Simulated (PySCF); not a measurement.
**Electron correlation in P(3+) (phosphorus, charge +3)**

[Ne] 3s2, closed-shell 1S. Calculation: PySCF 2.14, in aug-cc-pwCVQZ (10s9p7d5f3g, 134 functions); the non-relativistic Hamiltonian (point nucleus). Frozen: 1s2; 10 electrons correlated.

MP2 pair energies summed by pair of shells (mhartree):

```csv
pair,energy,share (%)
2p-2p,-198.54,57.9
2s-2p,-61.70,18.0
3s-3s,-37.34,10.9
2p-3s,-31.41,9.2
2s-2s,-9.84,2.9
2s-3s,-3.87,1.1
```

Total MP2 correlation energy: -342.70 mhartree.

Same-spin part -83.13 and opposite-spin part -259.57 mhartree; SCS-MP2 scales them by 1/3 and 6/5 to -339.19 mhartree.

MP2 falls well short for the outer s pair, which is nearly degenerate with np².
